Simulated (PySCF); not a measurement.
CH₇FO₂Si₂.
SMILES with atom numbers: `[CH3:1][Si@@H:2]([OH:3])[O:4][SiH2:5][F:6]` (hydrogens: H7, H8, H9 on C1; H10 on Si2; H11 on O3; H12, H13 on Si5)

Method: PBE0-D3(BJ)/def2-SVP geometry optimisation, gas phase in PySCF.

Entries marked ? are missing. Bonds in one row agree within 0.01 Å.

```csv
coordinate,value
C1–Si2,1.858 Å
Si2–O3,1.661 Å
Si2–O4,?
O4–Si5,?
Si5–F6,?
"C1–H7, C1–H8, C1–H9",1.101 Å
Si2–H10,1.483 Å
O3–H11,0.964 Å
Si5–H12,1.482 Å
Si5–H13,1.484 Å
C1–Si2–O3,?
C1–Si2–O4,?
O3–Si2–O4,108.1°
Si2–O4–Si5,?
O4–Si5–F6,106.8°
```

Estimate the withheld lengths and angles.

- Si2–O4 = 1.681 Å, drawn single (oxygen-bound silicon to siloxane oxygen); 0.09 Å below the sum of covalent radii, 1.77 Å.
- O4–Si5 = 1.640 Å, drawn single (siloxane oxygen to fluorine-bound silicon); 0.13 Å below the sum of covalent radii, 1.77 Å.
- Si5–F6 = 1.636 Å, drawn single (fluorine-bound silicon to silicon-bound fluorine); 0.04 Å below the sum of covalent radii, 1.68 Å.
- C1–Si2–O3 = 113.5°, at the oxygen-bound silicon; the outer atoms are 2.944 Å apart.
- C1–Si2–O4 = 107.3°, at the oxygen-bound silicon; the outer atoms are 2.852 Å apart.
- Si2–O4–Si5 = 131.2°, at the siloxane oxygen; the outer atoms are 3.024 Å apart.

Radii are Cordero's.

Whether it is a minimum is left open (no frequencies). The numbers are those of one conformer (C1–Si2–O3–H 64°, C1–Si2–O4–Si5 -111°, Si2–O4–Si5–F6 33°).

Run on one thread of an Arm Neoverse V1, no GPU (shared host). These figures are those of the optimisation.
